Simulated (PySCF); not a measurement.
B3LYP has the VWN-RPA correlation part, as in Gaussian. 

**[W(Cl)2(F)4] (charge 0, multiplicity 1)**

The numbers are results of B3LYP-D3(BJ)/def2-TZVP // r2SCAN-D4/def2-SVP run with PySCF 2.14.0, not measurements.

```
Property                                                       Value
-------------------------------------  -----------------------------
HOMO                                                        -9.76 eV
dipole moment                                                 1.38 D
HOMO–LUMO gap                                                4.39 eV
LUMO                                                        -5.37 eV
charge on the central atom (Mulliken)                         1.60 e
total energy                                           -1387.4163 Ha
cost                                   around 4 core-minutes (rough)
```

```xyz
7

W      0.0233     0.0329     0.0171
Cl     2.2649     0.4221     0.2331
Cl    -0.5490     2.0015     1.0271
F     -0.0215    -0.8627     1.6399
F     -1.7788    -0.3740    -0.2049
F      0.3882    -1.5902    -0.8164
F      0.0013     0.8342    -1.6547
```
